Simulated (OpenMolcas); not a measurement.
**Ag2+: effect of the metal basis and ligand basis**

Ag2+ with 4 ligands (chloride) in tetrahedral coordination (Td) at 2.55 Å. A charge of +0.5 e stands 3.2 Å behind each ligand.

- Program: OpenMolcas
- Method: SS-CASPT2, IPEA 0.25 Eh, imaginary shift 0.1 Eh (closed shells correlated: 4s 4p and the ligand valence shells)
- Spin-orbit coupling: state interaction with AMFI integrals over the reference wave functions

Fixed: active space 9 electrons in 5 orbitals (4d), DKH2 Hamiltonian.

States (labels of Td). Energies in cm-1 above the lowest state or level, χT in cm3 K/mol; under a threefold ground state the first gap can be a small split of the lowest multiplet, not the spin-orbit step; 10Dq is the gap between the two states; 10Dq is negative for this site.

```tsv
Run	Metal basis	Ligand basis	Ground state	First state of that spin	10Dq	First gap with spin-orbit (degeneracies)	χT at 300 K	Cost
A	ANO-RCC-VDZP	ANO-RCC-VDZP	2T2	2E 7080	-7084	1710 (2, 4)	0.462	roughly 11 core-seconds
B	ANO-RCC-VTZP	ANO-RCC-VTZP	2T2	2E 6520	-6525	1680 (2, 4)	0.494	roughly 2.7 core-minutes
```

Against A, |10Dq| changes by -7.9 % in B.

Costs are those of the CASPT2 steps.

Roots that are degenerate in the reference are averaged as groups; the widest CASPT2 spread within a group is 88 cm-1 (the 3-fold group of multiplicity 2 near 0 cm-1 above the lowest state of its run, B). Shifts and gaps below about the spread of the groups concerned are not significant. Over all roots computed the reference weight is 0.73 to 0.74 in A, 0.70 to 0.71 in B; a low but even weight reflects the number of correlated electrons. An orbital triplet at a regular site is open to Jahn-Teller coupling, which can distort the site and quench the lowest spin-orbit gaps and is left out. Ligand-to-metal charge-transfer states are missing. With one d shell and no ligand orbital active, 10Dq can be off by a tenth or more. No measured value stands beside these numbers; the geometry is a model, was not optimised and need not be the one that this ion takes.
